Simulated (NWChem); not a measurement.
System: C$_{2}$H$_{7}$BClN; SMILES CN(C)BCl

NWChem input:

```
start job
memory heap 200 mb stack 900 mb global 1100 mb
geometry units angstroms
  B      0.066532    -0.454547     0.683885
  H     -0.037730    -0.878601     1.770023
  Cl     1.077979    -1.300008    -0.438106
  N     -0.597785     0.692953     0.297047
  C     -0.531211     1.291913    -1.019659
  C     -1.457028     1.442350     1.187819
  H     -1.527964     1.335271    -1.464972
  H     -0.138152     2.310958    -0.950868
  H      0.119448     0.702715    -1.660309
  H     -1.081277     2.466622     1.300733
  H     -2.469914     1.491759     0.787064
  H     -1.481943     0.971069     2.166228
end
basis spherical
  * library def2-svp
end
dft
  xc pbe0
  iterations 150
end
driver
  maxiter 120
end
task dft optimize
```

Parts of the log:

```
             Northwest Computational Chemistry Package (NWChem) 7.3.0
             --------------------------------------------------------

 C1  symmetry detected

                             Geometry "geometry" -> ""
                             -------------------------

 Output coordinates in angstroms (scale by  1.889725989 to convert to a.u.)

  No.       Tag          Charge          X              Y              Z
 ---- ---------------- ---------- -------------- -------------- --------------
    1 B                    5.0000    -0.81248659    -0.34784182    -0.00016668
    2 H                    1.0000    -1.98293215    -0.32673974    -0.00010259
    3 Cl                  17.0000    -0.01522916    -1.88442040    -0.00010965
    4 N                    7.0000    -0.07588348     0.82054716    -0.00014418
    5 C                    6.0000     1.37025966     0.89517876    -0.00026974
    6 C                    6.0000    -0.68385519     2.13345941    -0.00113190
    7 H                    1.0000     1.72003530     1.43143112    -0.88558919
    8 H                    1.0000     1.72031205     1.42904010     0.88862603
    9 H                    1.0000     1.79119318    -0.10669793    -0.00165168
   10 H                    1.0000    -0.37393279     2.69298631     0.88990641
   11 H                    1.0000    -0.37420996     2.69537474    -0.88280920
   12 H                    1.0000    -1.76637941     2.04330222     0.00373679

 Effective nuclear repulsion energy (a.u.)     212.6661014133

                                Z-matrix (autoz)
                                --------

 Units are Angstrom for bonds and degrees for angles

      Type          Name      I     J     K     L     M      Value
      ----------- --------  ----- ----- ----- ----- ----- ----------
    1 Stretch                  1     2                       1.17064
    2 Stretch                  1     3                       1.73110
    3 Stretch                  1     4                       1.38120
    4 Stretch                  4     5                       1.44807
    5 Stretch                  4     6                       1.44685
    6 Stretch                  5     7                       1.09257
    7 Stretch                  5     8                       1.09439
    8 Stretch                  5     9                       1.08671
    9 Stretch                  6    10                       1.09685
   10 Stretch                  6    11                       1.09041
   11 Stretch                  6    12                       1.08628
   12 Bend                     1     4     5               125.18337
   13 Bend                     1     4     6               122.92339
   14 Bend                     2     1     3               118.45553
   15 Bend                     2     1     4               121.19623
   16 Bend                     3     1     4               120.34824
   17 Bend                     4     5     7               110.18683
   18 Bend                     4     5     8               110.15176
   19 Bend                     4     5     9               109.83520
   20 Bend                     4     6    10               110.09723
   21 Bend                     4     6    11               110.41689
   22 Bend                     4     6    12               110.08624
   23 Bend                     5     4     6               111.89322
   24 Bend                     7     5     8               108.44114
   25 Bend                     7     5     9               109.11510
   26 Bend                     8     5     9               109.07901
   27 Bend                    10     6    11               108.28478
   28 Bend                    10     6    12               108.67970
   29 Bend                    11     6    12               109.23140
   30 Torsion                  1     4     5     7         120.30466
   31 Torsion                  1     4     5     8        -120.09580
   32 Torsion                  1     4     5     9           0.07102
   33 Torsion                  1     4     6    10         120.11115
   34 Torsion                  1     4     6    11        -120.37239
   35 Torsion                  1     4     6    12           0.31417
   36 Torsion                  2     1     4     5        -179.99750
   37 Torsion                  2     1     4     6          -0.05143
   38 Torsion                  3     1     4     5           0.00947
   39 Torsion                  3     1     4     6         179.95553
   40 Torsion                  5     4     6    10         -59.93636
   41 Torsion                  5     4     6    11          59.58010
   42 Torsion                  5     4     6    12        -179.73334
   43 Torsion                  6     4     5     7         -59.64655
   44 Torsion                  6     4     5     8          59.95299
   45 Torsion                  6     4     5     9        -179.88018

                           NWChem Geometry Optimization
                           ----------------------------

 maximum gradient threshold         (gmax) =   0.000450
 rms gradient threshold             (grms) =   0.000300
 maximum cartesian step threshold   (xmax) =   0.001800
 rms cartesian step threshold       (xrms) =   0.001200
 fixed trust radius                (trust) =   0.300000
 source of zmatrix                         =   autoz

          -------------------
          Energy Minimization
          -------------------

[...]

      ----------------------
      Optimization converged
      ----------------------

  Step       Energy      Delta E   Gmax     Grms     Xrms     Xmax
  ---- ---------------- -------- -------- -------- -------- --------
@    5    -619.69559380 -2.8D-07  0.00003  0.00001  0.00034  0.00128
                                     ok       ok       ok       ok

                                Z-matrix (autoz)
                                --------

 Units are Angstrom for bonds and degrees for angles

[...]
```

Level: PBE0/def2-SVP. No frequency run checked for a minimum.
